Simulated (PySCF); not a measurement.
**How the functional moves excitation energies**

Species: CH7BFPSi.
SMILES: `CB(F)P[SiH3]`

Linear-response calculations in the def2-SVPD basis (PySCF; singlets by full response, triplets Tamm–Dancoff, core orbitals frozen in the response; HF means time-dependent Hartree–Fock). 'Strongest' is the level of largest summed f among the singlets computed (10 roots, of which the last may lack a degenerate partner); it can jump between rows when another state enters that window. S1 is the lowest singlet of each run and needn't be the same state throughout; f(S1) is that of one state. Geometry: PBE0-D3(BJ)/def2-SVP, one conformer, isolated molecule.

| functional | kind | S1 (eV) | f(S1) | strongest (eV) | T1 (eV) | HOMO (eV) | gap (eV) | ionisation energy, ΔSCF (eV) |
| --- | --- | --- | --- | --- | --- | --- | --- | --- |
| LDA | LDA | 4.77 | 0.042 | 5.68 | 4.03 | -6.35 | 4.29 | 9.25 |
| PBE | GGA | 4.87 | 0.044 | 5.76 | 4.03 | -6.27 | 4.42 | 9.11 |
| B3LYP | global hybrid, 20% exact exchange | 5.21 | 0.052 | 6.11 | 4.36 | -7.15 | 6.03 | 9.33 |
| PBE0 | global hybrid, 25% exact exchange | 5.30 | 0.050 | 6.54 | 4.37 | -7.37 | 6.44 | 9.31 |
| BHandHLYP | global hybrid, 50% exact exchange | 5.66 | 0.055 | 6.87 | 4.73 | -8.33 | 8.42 | 9.31 |
| CAM-B3LYP | range-separated hybrid | 5.45 | 0.051 | 6.36 | 4.58 | -8.61 | 8.78 | 9.39 |
| wB97X-D | range-separated hybrid | 5.51 | 0.051 | 8.10 | 4.68 | -9.16 | 10.05 | 9.39 |
| LC-wPBE | range-separated hybrid | 5.69 | 0.041 | 8.49 | 4.72 | -9.92 | 11.21 | 9.43 |
| HF | Hartree–Fock | 6.31 | 0.055 | 9.08 | 5.06 | -9.82 | 11.91 | not settled |

S1 runs from 4.77 eV (LDA) to 6.31 eV (HF), a spread of 1.54 eV, while the orbital gap spreads over 7.6 eV. Along PBE (0%), B3LYP (20%), PBE0 (25%), BHandHLYP (50%), HF (100%) S1 rises with the share of exact exchange. −ε(HOMO) comes closest to its own ΔSCF ionisation energy with wB97X-D (-0.23 eV) and misses most with LDA (-2.90 eV). 'Not settled' means that the ion's SCF failed to converge or may have ended in another state than the lowest.

Without π bonds the low states are Rydberg-like; a valence basis with one diffuse set may place them up to an eV too high.
